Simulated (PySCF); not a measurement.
**Broadened absorption spectrum of C2H9Ge2NO**

Species: C2H9Ge2NO.
SMILES with atom numbers: `[O:1]=[CH:2][NH:3][CH:4]([GeH3:5])[GeH3:6]` (hydrogens: H7 on C2; H8 on N3; H9 on C4; H10, H11, H12 on Ge5; H13, H14, H15 on Ge6)

The calculation used TDDFT CAM-B3LYP/def2-SVPD, vertical, gas phase, core orbitals frozen in the response (PySCF 2.14.0, density-fitted response routines). Geometry: PBE0-D3(BJ)/def2-SVP, one conformer, isolated molecule. The CAM-B3LYP/def2-SVPD calculation is non-relativistic and has no spin–orbit coupling, an omission that weighs most on germanium. Torsions of this conformer, `[O:1]=[CH:2][NH:3][CH:4]([GeH3:5])[GeH3:6]`: O1–C2–N3–C4 3°, C2–N3–C4–Ge5 105°.

Each state is given a Gaussian of 0.25 eV full width at half maximum, with ε(max) = 2.175×10⁸ f / Δν̃ (Δν̃ the width in cm⁻¹). The width is an assumption, not a result. The curve ends short of the highest state used, and states not computed would add to its high-energy end.

```json
{"E (eV)": "5.42", "ε (L mol⁻¹ cm⁻¹)": "0"}
{"E (eV)": "5.48", "ε (L mol⁻¹ cm⁻¹)": "3"}
{"E (eV)": "5.53", "ε (L mol⁻¹ cm⁻¹)": "12"}
{"E (eV)": "5.58", "ε (L mol⁻¹ cm⁻¹)": "34"}
{"E (eV)": "5.63", "ε (L mol⁻¹ cm⁻¹)": "80"}
{"E (eV)": "5.69", "ε (L mol⁻¹ cm⁻¹)": "167"}
{"E (eV)": "5.74", "ε (L mol⁻¹ cm⁻¹)": "241"}
{"E (eV)": "5.79", "ε (L mol⁻¹ cm⁻¹)": "279"}
{"E (eV)": "5.84", "ε (L mol⁻¹ cm⁻¹)": "258"}
{"E (eV)": "5.90", "ε (L mol⁻¹ cm⁻¹)": "177"}
{"E (eV)": "5.95", "ε (L mol⁻¹ cm⁻¹)": "103"}
{"E (eV)": "6.00", "ε (L mol⁻¹ cm⁻¹)": "54"}
{"E (eV)": "6.05", "ε (L mol⁻¹ cm⁻¹)": "38"}
{"E (eV)": "6.11", "ε (L mol⁻¹ cm⁻¹)": "52"}
{"E (eV)": "6.16", "ε (L mol⁻¹ cm⁻¹)": "75"}
{"E (eV)": "6.21", "ε (L mol⁻¹ cm⁻¹)": "92"}
{"E (eV)": "6.26", "ε (L mol⁻¹ cm⁻¹)": "99"}
{"E (eV)": "6.32", "ε (L mol⁻¹ cm⁻¹)": "139"}
{"E (eV)": "6.37", "ε (L mol⁻¹ cm⁻¹)": "351"}
{"E (eV)": "6.42", "ε (L mol⁻¹ cm⁻¹)": "1073"}
{"E (eV)": "6.48", "ε (L mol⁻¹ cm⁻¹)": "3406"}
{"E (eV)": "6.53", "ε (L mol⁻¹ cm⁻¹)": "7071"}
{"E (eV)": "6.58", "ε (L mol⁻¹ cm⁻¹)": "11775"}
{"E (eV)": "6.63", "ε (L mol⁻¹ cm⁻¹)": "15711"}
{"E (eV)": "6.69", "ε (L mol⁻¹ cm⁻¹)": "16571"}
{"E (eV)": "6.74", "ε (L mol⁻¹ cm⁻¹)": "13579"}
{"E (eV)": "6.79", "ε (L mol⁻¹ cm⁻¹)": "8951"}
{"E (eV)": "6.84", "ε (L mol⁻¹ cm⁻¹)": "4894"}
{"E (eV)": "6.90", "ε (L mol⁻¹ cm⁻¹)": "2602"}
{"E (eV)": "6.95", "ε (L mol⁻¹ cm⁻¹)": "3314"}
{"E (eV)": "7.00", "ε (L mol⁻¹ cm⁻¹)": "6541"}
{"E (eV)": "7.05", "ε (L mol⁻¹ cm⁻¹)": "12005"}
{"E (eV)": "7.11", "ε (L mol⁻¹ cm⁻¹)": "19553"}
{"E (eV)": "7.16", "ε (L mol⁻¹ cm⁻¹)": "23868"}
{"E (eV)": "7.21", "ε (L mol⁻¹ cm⁻¹)": "24311"}
{"E (eV)": "7.26", "ε (L mol⁻¹ cm⁻¹)": "20821"}
```

Problem. Where are the band maxima, and which computed states make them?

Solution. 214 nm (5.80 eV), ε about 280, made up of S1 (100%); 186 nm (6.67 eV), ε about 17000, made up of S3 (100%); 172 nm (7.19 eV), ε about 25000, made up of S4 (54%), S5 (24%) and S6 (23%) (ε in L mol⁻¹ cm⁻¹; maxima over ε = 5, shares over 10%). The states used: S1 5.80 eV (f 0.0026); S2 6.23 eV (f 0.0009); S3 6.67 eV (f 0.156); S4 7.15 eV (f 0.131); S5 7.20 eV (f 0.055); S6 7.27 eV (f 0.068); S7 7.46 eV (f 0.0035); S8 7.63 eV (f 0.0037); S9 7.76 eV (f 0.0023); S10 7.86 eV (f 0.019).

Problem. On this curve, what absorbance would a 10⁻⁵ mol/L sample give at 222 nm over a 1 cm path?

Solution. 222 nm is 5.585 eV, where ε is about 37 L mol⁻¹ cm⁻¹, so A = ε c l ≈ 0.00037 (Beer–Lambert, with the gas-phase spectrum and the assumed width).

Problem. Coming from long wavelengths, where does ε first pass 100 L mol⁻¹ cm⁻¹?

Solution. At about 220 nm (5.65 eV), 0.15 eV below S1.

Problem. Does any computed singlet lie in the visible range?

Solution. No computed singlet lies in the visible range (380 to 750 nm); the lowest, at 214 nm, stands 2.54 eV above its violet end (3.26 eV).

All these states lie below the vertical ionisation energy of 9.22 eV (ΔSCF).
